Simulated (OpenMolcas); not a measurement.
Computed levels of Ar⁺

```
Program             : OpenMolcas
Method              : SS-RASPT2, IPEA 0.25 Eh, imaginary shift 0.1 Eh (closed shells correlated: 2s 2p)
Basis               : ANO-RCC-VQZP [6s5p3d2f1g]
Scalar Hamiltonian  : DKH2, point nucleus
Active space        : 7 electrons in 9 orbitals (RAS2 3s 3p; RAS3 3d, at most 2 electrons)
State averaging     : 2S+1 = 2 odd, 3 roots; 2S+1 = 2 even, 1 root
Spin-orbit coupling : RASSI with atomic mean-field integrals over the reference wave functions, term energies averaged over their components
```

Spin-free terms above the lowest, with the occupations of the reference:

```csv
Configuration,Term,E (cm-1),Occupations
3s2 3p5,2P*,0.0,3s 1.99 3p 4.94 3d 0.08
3s 3p6,2S,113121,3s 1.27 3p 5.40 3d 0.33
```

With spin-orbit coupling, above the lowest level:

```
Configuration  Term    J  E (cm-1)  Measured (cm-1)      g  Term weight %
      3s2 3p5   2P*  3/2       0.0              0.0  1.334            100
      3s2 3p5   2P*  1/2      1282             1432  0.666            100
       3s 3p6    2S  1/2    113548           108722  2.002            100
```

Against the 2 measured excited levels shown (NIST Handbook of Basic Atomic Spectroscopic Data) the mean absolute deviation is 2500 cm-1; the largest miss in energy is 3s 3p6 2S 1/2: computed 113548, measured 108722 cm-1 (+4.4 %), and the largest in proportion 3s2 3p5 2P* 1/2 (-10.4 %).

Spin-orbit coupling puts the lowest level 427 cm-1 below the lowest spin-free term.

Active for correlation alone: 3d; no level in the range computed is led by a configuration that fills it, so any true level of that kind is missing. Some terms mix strongly with configurations of 3d, whose occupation reaches 0.33 (3s 3p6 2S). Computed and measured levels are paired by configuration, term and J; levels that our copy of the source lacks, or whose pairing is in doubt (as where it misses far off the trend of its configuration), stay unpaired and out of the deviations. Only configurations of the active space appear. The first state left out of the spin-orbit step lies near 170000 cm-1 above the lowest spin-free state of the reference (among the parities and spins computed), and the list stops at four fifths of that energy or lower.

The term weight is that of the spin-free term in the level, not the purity of its configuration. * marks odd parity.
